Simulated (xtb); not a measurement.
Hf(Cl)3(NH2) (Cl3H2HfN), SMILES [NH2][Hf]([Cl])([Cl])[Cl], multiplicity 1. All values are semi-empirical tight-binding results from xtb (GFN2-xTB unless named), good for trends rather than for accurate numbers. The structure is a stationary point at GFN2-xTB. The spin state was assumed, not searched. The structure was generated by enumeration; whether it is a known compound was not checked. The values are those of a single conformer.

For metal compounds this method's bond lengths and energies can be far off.

| Property | Result |
|---|---|
| orbital gap | 2.49 eV |
| zero-point energy | 15.4 kcal/mol |
| G − E(el) at 298.15 K (modified RRHO) | -8.6 kcal/mol |
